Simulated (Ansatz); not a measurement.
One change: `[AlH2][O]C[SiH2]S` becomes `[AlH2][O]CS`.

Ansatz, PBE0-D4/def2-TZVP geometries, multiplicity 1. Each molecule was computed in one conformer, which needn't be the lowest. `[AlH2][O]CS` holds a close contact that its SMILES doesn't draw: S···Al 2.54 Å.

```csv
property,`[AlH2][O]C[SiH2]S`
HOMO energy (B3LYP/def2-TZVPP) / eV,-6.99
HOMO–LUMO gap (PBE/def2-TZVPP) / eV,4.03
size of the dipole moment (B3LYP/def2-TZVPP) / D,1.92
HOMO energy (PBE/def2-TZVPP) / eV,-6.01
LUMO energy (ωB97M-V/def2-TZVPP) / eV,0.38
HOMO–LUMO gap (PBE0/def2-TZVPP) / eV,6.00
```

Q: Give the same properties after the change, and the shifts. (Best estimate.)

A: The calculation gave: 
```csv
property,`[AlH2][O]CS`,shift
HOMO energy (B3LYP/def2-TZVPP) / eV,-7.41,-0.42
HOMO–LUMO gap (PBE/def2-TZVPP) / eV,4.62,0.59
size of the dipole moment (B3LYP/def2-TZVPP) / D,2.70,0.78
HOMO energy (PBE/def2-TZVPP) / eV,-6.20,-0.19
LUMO energy (ωB97M-V/def2-TZVPP) / eV,1.15,0.77
HOMO–LUMO gap (PBE0/def2-TZVPP) / eV,6.96,0.96
```

With PBE0 the HOMO falls by 0.38 eV and the LUMO rises by 0.56 eV, so the gap widens by about 0.94 eV. PBE moves the HOMO by -0.19 eV and ωB97M-V by -0.45 eV. The zero-point energy changes by -43.5 kJ/mol with -9 modes. Dipoles are sizes alone; their direction can turn.

Positive LUMOs are unbound, so they and the gaps depend on the basis.

B3LYP here is the variant with VWN-RPA as its local correlation; programs differ in this.
